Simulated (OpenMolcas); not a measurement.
**neutral iron: thermal populations, Racah parameters, the spin-orbit constant, worked from levels**

```
Program             : OpenMolcas
Basis               : ANO-RCC-VQZP [7s6p4d3f2g1h]
Scalar Hamiltonian  : DKH2, point nucleus
Active space        : 6 electrons in 5 orbitals (3d)
State averaging     : 2S+1 = 5 even, 5 roots; 2S+1 = 3 even, 45 roots; 2S+1 = 1 even, 50 roots (35 in the spin-orbit step)
Spin-orbit coupling : RASSI with atomic mean-field integrals over the reference wave functions, term energies averaged over their components
```

Methods: CASSCF; MS-CASPT2, IPEA 0.25 Eh, imaginary shift 0.1 Eh (closed shells correlated: 3s 3p 4s). Measured levels: NIST Handbook of Basic Atomic Spectroscopic Data.

**Thermal populations.** Z = Σ (2J + 1) exp(-E/kT) with k = 0.695035 cm-1/K, over the levels below. No other level of either list lies under 6880 cm-1, which is above 7 kT at each temperature.

| Level | 2J + 1 | MS-CASPT2 | measured |
| --- | --- | --- | --- |
| 3d6 4s2 5D4 | 9 | 0.0 | 0.0 |
| 3d6 4s2 5D3 | 7 | 427 | 416 |
| 3d6 4s2 5D2 | 5 | 725 | 704 |
| 3d6 4s2 5D1 | 3 | 917 | 888 |
| 3d6 4s2 5D0 | 1 | 1011 | 978 |

```
T (K)  Z, MS-CASPT2  Z, measured levels  Ground level (%), MS-CASPT2  Ground level (%), measured levels
  300        10.102              10.174                         89.1                               88.5
 1000        15.584              15.744                         57.8                               57.2
```

At 1000 K, kT = 695 cm-1, and the computed levels give Z = 9.000 + 3.787 + 1.762 + 0.802 + 0.233 = 15.584.

**Racah parameters.** Above 5D, d6 has 3G at 9B + 4C, 3H at 4B + 4C and 3D at 16B + 4C. The first two fix B and C, and the third tests them; where it misses by thousands of cm-1, two parameters do not describe the configuration (Trees and configuration-interaction terms are left out) and B and C hang on the terms chosen. Term energies are centres of gravity, weighted by 2J + 1.

```csv
Source,3G,3H,B,C,C/B,"3D from B, C",3D found
CASSCF,27521,21665,1171,4245,3.63,35716,35456
MS-CASPT2,22977,18554,885,3754,4.24,29176,28642
measured,23636,19173,893,3901,4.37,29892,28953
```

Energies in cm-1. From CASSCF to MS-CASPT2, B changes by -24.4 % and C by -11.6 %. Against the measured terms, MS-CASPT2 has B off by -0.9 % and C by -3.8 %.

**The spin-orbit constant.** For the Hund term 5D of d6, E(J) = (A/2) J(J+1) + constant and ζ = -2S·A = -4A. From J = 0 to J = 4 the energy changes by 10 A.

```tsv
Source	E(4) - E(0)	A	ζ
CASSCF	-1016.7	-101.7	407
MS-CASPT2	-1010.6	-101.1	404
measured	-978.1	-97.8	391
```

All in cm-1. MS-CASPT2 is off by +3.3 % and CASSCF by +3.9 %. Both methods take the spin-orbit matrix elements from the reference wave functions, so the second can move ζ only through the term energies and any multistate remixing. Second-order mixing with other terms is absorbed into this ζ.

CASPT2 does not keep the components of a term degenerate, so their means are used; among the terms shown or strongly mixed into the levels shown the widest spread is 320 cm-1 (3d6 4s2 3G, MS-CASPT2). Some high roots are left out of the spin-orbit mixing, which shifts the levels that they would mix with. With the s shell closed, the reference lacks s² → p², s² → d² and s → d mixing, so excited terms can stand far too high and out of order, with CASPT2 too. Without dynamic correlation excited terms often stand tens of per cent too high (terms of higher spin than the ground term too low), and those without a measured partner can miss by more than the paired ones (holds for CASSCF). Computed and measured levels are paired by configuration, term and J; levels that our copy of the source lacks, or whose pairing is in doubt (as where it misses far off the trend of its configuration), stay unpaired and out of the deviations. Only configurations of the active space appear.
